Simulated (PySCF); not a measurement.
Electron correlation in O+ (oxygen, charge +1)

[He] 2s2 2p3, high-spin 4S determinant. Calculation: PySCF 2.14, in def2-TZVP (5s3p2d1f, 31 functions); no relativity, point nucleus. Frozen: 1s2; 5 electrons correlated.

MP2 pair energies summed by pair of shells (mhartree):

```csv
pair,energy,share (%)
2s-2p,-63.20,65.8
2p-2p,-23.10,24.1
2s-2s,-9.75,10.2
```

Total MP2 correlation energy: -96.06 mhartree.

Same-spin part -28.37 and opposite-spin part -67.69 mhartree; SCS-MP2 scales them by 1/3 and 6/5 to -90.68 mhartree.

```tsv
level	correlation energy (mhartree)
CCSD	-111.34
(T)	-1.55
CCSD(T)	-112.89
```

Diagnostics: T1 = 0.0041, D1 = 0.0088, largest double amplitude 0.036.

**Question.** Is a single reference adequate?

**Answer.** Yes: T1 lies below 0.03 and no double amplitude reaches 0.07.
